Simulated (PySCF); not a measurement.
Two species compared at the same levels of theory.

First species: 3-heptyne, C7H12.
Numbering: `[CH3:1][CH2:2][C:3]#[C:4][CH2:5][CH2:6][CH3:7]` (hydrogens: H8, H9, H10 on C1; H11, H12 on C2; H13, H14 on C5; H15, H16 on C6; H17, H18, H19 on C7)

Second species: C₇H₁₂.
Numbering: `[CH3:1][C@@H:2]1[C@H:3]2[CH2:4][CH2:5][CH2:6][C@@H:7]12` (hydrogens: H8, H9, H10 on C1; H11 on C2; H12 on C3; H13, H14 on C4; H15, H16 on C5; H17, H18 on C6; H19 on C7)

Levels: PBE0/def2-SVPD for HOMO energy, LUMO energy, HOMO–LUMO gap and static isotropic polarisability; TDDFT PBE0/def2-SVPD for lowest singlet excitation; TDA PBE0/def2-SVPD for lowest triplet excitation (Tamm–Dancoff). Geometries: GFN2-xTB. Each species is one conformer at its optimised geometry, gas phase, non-relativistic unless stated; the electronic structure was computed with PySCF and density fitting.

Dipoles, sizes and rotational constants follow the conformer. The torsions of the flexible species, by atom-mapped SMILES:
- `[CH3:1][CH2:2][C:3]#[C:4][CH2:5][CH2:6][CH3:7]`: C4–C5–C6–C7 65°

The conformers of `C[C@@H]1[C@H]2CCC[C@@H]12` aren't listed.

```tsv
property	column X	column Y
HOMO energy	-7.51 eV	-7.11 eV
LUMO energy	0.88 eV	0.71 eV
HOMO–LUMO gap	8.39 eV	7.82 eV
lowest singlet excitation	7.28 eV	6.50 eV
lowest triplet excitation (Tamm–Dancoff)	7.18 eV	5.45 eV
static isotropic polarisability	77.3 au	85.0 au
```

Task: Which column belongs to which species?

Result: Column X is the second species and column Y the first. The first has 19 atoms and 54 electrons, the second 19 and 54.

Task: How does each property change from the first species to the second?

Result: HOMO energy -0.40 eV; LUMO energy +0.17 eV; HOMO–LUMO gap +0.57 eV; lowest singlet excitation +0.78 eV; lowest triplet excitation (Tamm–Dancoff) +1.73 eV; static isotropic polarisability -7.7 au.

On the first: No computed singlet falls in the visible range (750 to 380 nm, 1.65 to 3.26 eV); S1 lies 3.24 eV above its blue end. The vertical singlet–triplet gap S1 − T1 is 1.05 eV (TDDFT singlet less Tamm–Dancoff triplet).

On the second: In wavenumbers S1 is 58700 cm⁻¹ (1 eV = 8065.54 cm⁻¹). No computed singlet falls in the visible range (750 to 380 nm, 1.65 to 3.26 eV); S1 lies 4.02 eV above its blue end.
